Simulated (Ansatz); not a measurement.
C₂H₆BrFSi, SMILES `C[Si](C)(F)Br`, relaxed with RKS PBE-D4/def2-SVP in Ansatz from a rough embedded geometry. The force threshold is 0.03 eV/Å; the program also tests the step.

The species carries charge 0 and has multiplicity 1.

Start:

```xyz
11

C     1.208   -0.568   -0.769
Si   -0.327    0.338   -0.466
C    -0.735    0.345    1.305
F    -0.216    1.861   -0.916
Br   -1.999   -0.557   -1.610
H     1.140   -1.642   -0.543
H     1.438   -0.562   -1.885
H     2.032   -0.149   -0.291
H    -0.912   -0.724    1.716
H    -1.678    0.879    1.531
H     0.048    0.778    1.929
```

| step | energy (eV) | largest force (eV/Å) | largest move (Å) |
| --- | --- | --- | --- |
| 1 | -82781.4652 | 3.244 | 0.000 |
| 2 | -82781.7268 | 0.931 | 0.075 |
| 3 | -82781.7738 | 0.183 | 0.040 |
| 4 | -82781.7761 | 0.068 | 0.018 |
| 5 | -82781.7767 | 0.009 | 0.007 |

End:

```xyz
11

C     1.244   -0.594   -0.849
Si   -0.331    0.320   -0.434
C    -0.787    0.331    1.376
F    -0.176    1.876   -0.937
Br   -2.022   -0.577   -1.612
H     1.161   -1.661   -0.559
H     1.448   -0.546   -1.937
H     2.106   -0.149   -0.309
H    -0.945   -0.702    1.745
H    -1.721    0.904    1.541
H     0.022    0.798    1.974
```

Run time 12 s (2 threads of an AMD EPYC 7R13 on a shared host); peak host memory 0.2 GiB.
